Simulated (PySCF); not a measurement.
**Basis and Hamiltonian dependence of the ionisation energy of Zn⁺**

Zn⁺ [Ar] 3d10 4s1 (2S) → Zn²⁺ [Ar] 3d10 (1S). All values are computed (PySCF 2.14, energy differences of UHF-based or UKS calculations, no spin-orbit coupling). Values in eV.

```tsv
basis	Hamiltonian	functions	UHF	LDA	PBE0	MP2 (valence)	CCSD(T) (valence)	CCSD(T) (valence and next inner shell)
cc-pVDZ-PP with ECP10MDF	ECP	38	16.760	n/a	n/a	17.373	17.344	n/a
Sapporo-DKH3-DZP-2012	spin-free X2C	40	17.001	n/a	18.371	17.769	17.721	n/a
x2c-TZVPall	spin-free X2C	48	16.877	n/a	n/a	17.616	17.580	n/a
aug-cc-pVDZ-PP with ECP10MDF	ECP	54	16.801	18.897	18.185	17.678	17.637	n/a
cc-pVTZ-PP with ECP10MDF	ECP	63	16.839	n/a	18.277	17.727	n/a	n/a
def2-TZVPPD	non-relativistic	67	16.589	18.685	18.006	17.414	17.362	17.387
cc-pVTZ-DK	spin-free X2C	68	16.858	19.020	18.330	17.765	n/a	n/a
aug-cc-pVTZ-PP with ECP10MDF	ECP	88	16.848	19.018	18.287	17.876	17.856	n/a
def2-QZVPPD	non-relativistic	100	16.570	18.668	17.992	17.560	17.547	17.594
aug-cc-pVTZ-PP with one added diffuse shell each of s, p, d, f, g type with ECP10MDF	ECP	113	16.851	19.021	18.289	17.900	n/a	n/a
aug-cc-pwCVTZ-PP with ECP10MDF	ECP	122	16.864	19.028	18.296	17.903	n/a	n/a
aug-cc-pVQZ-PP with ECP10MDF	ECP	135	16.851	19.016	18.286	17.920	n/a	n/a
aug-cc-pVQZ-DK	spin-free X2C	140	16.856	19.025	18.331	17.939	n/a	n/a
aug-cc-pwCVTZ-DK with one added diffuse shell each of s, p, d, f, g type	spin-free X2C	152	16.857	n/a	n/a	n/a	n/a	n/a
```

Extrapolation of MP2 (valence) from aug-cc-pVTZ-PP with ECP10MDF and aug-cc-pVQZ-PP with ECP10MDF: the correlation parts are 1.028 and 1.069 eV; with the X⁻³ form and unrounded values, (4³ × 1.069 − 3³ × 1.028)/(4³ − 3³) = 1.099 eV, and adding the Hartree-Fock value 16.851 eV of the larger basis gives 17.950 eV.

Frozen in the all-electron rows: valence: [Ar]; valence and next inner shell: [Ne]; with a core potential, the same shells as far as they lie outside it.

Non-relativistic rows lack the scalar-relativistic shift.

Reference for a calculation without spin-orbit coupling: 17.964 eV (measured, between term centres; NIST).
